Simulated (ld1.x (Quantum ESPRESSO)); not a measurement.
Results of a calculation; reference values are marked as such.
## Potentials for N compared

Generated with ld1.x 7.5 (TM, RRKJ, ultrasoft, PAW), atompaw 4.2 or ONCVPSP 4.0.1. The cutoff is in Ry: for ld1.x and atompaw files where the sum of valence levels is converged to 10 mRy in a Bessel basis, for ONCV files where the hardest occupied wave has 1 mHa per electron of residual kinetic energy. The error is the largest all-electron minus pseudo excitation energy over each file’s own four to seven test configurations (ionisations up to +4, promotions, holes and added fractions of an electron), all of which were solved. The labels leave out finer settings (local radius, basis sizes, second energies), which also bear on the numbers. Spin-polarised tests are not counted. The rows are a selection from randomly drawn settings: files with unsolved tests, undetermined cutoffs or missed reference levels are left out.

| potential | cutoff (Ry) | largest error (meV) | bound ghosts |
| --- | --- | --- | --- |
| TM semilocal, PW91, scalar-relativistic, rc 0.95/1.85 (sp), local p, core correction no, reference 2s2 2p2.5 | 55 | +1059 | none |
| RRKJ, PBEsol, non-relativistic, rc 1.00/1.25/0.95 (spd), local s, core correction yes, reference 2s2 2p3 | 70 | +613 | none |
| RRKJ, PBE, non-relativistic, rc 0.95/1.80 (sp), local s, core correction yes, reference 2s1.5 2p3.5 | 50 | +2583 | none |
| ultrasoft, PW91, non-relativistic, rc 1.05/1.10 (sp), local smoothed, core correction yes, reference 2s2 2p2 | 50 | +360 | none |
| TM, PBE, non-relativistic, rc 1.05/1.20 (sp), local smoothed, core correction yes, reference 2s2 2p2 | 80 | +405 | none |

Question: Fill in the row for N: TM, PBEsol, scalar-relativistic, rc 0.85/1.35/1.10 (spd), local d, core correction no, reference 2s1 2p4.

Answer: cutoff 60 Ry, largest error +571 meV, bound ghosts: none.

Question: Fill in the row for N: TM, PBE, scalar-relativistic, rc 1.10/1.75 (sp), local s, core correction yes, reference 2s2 2p3.

Answer: cutoff 45 Ry, largest error +1077 meV, bound ghosts: none.
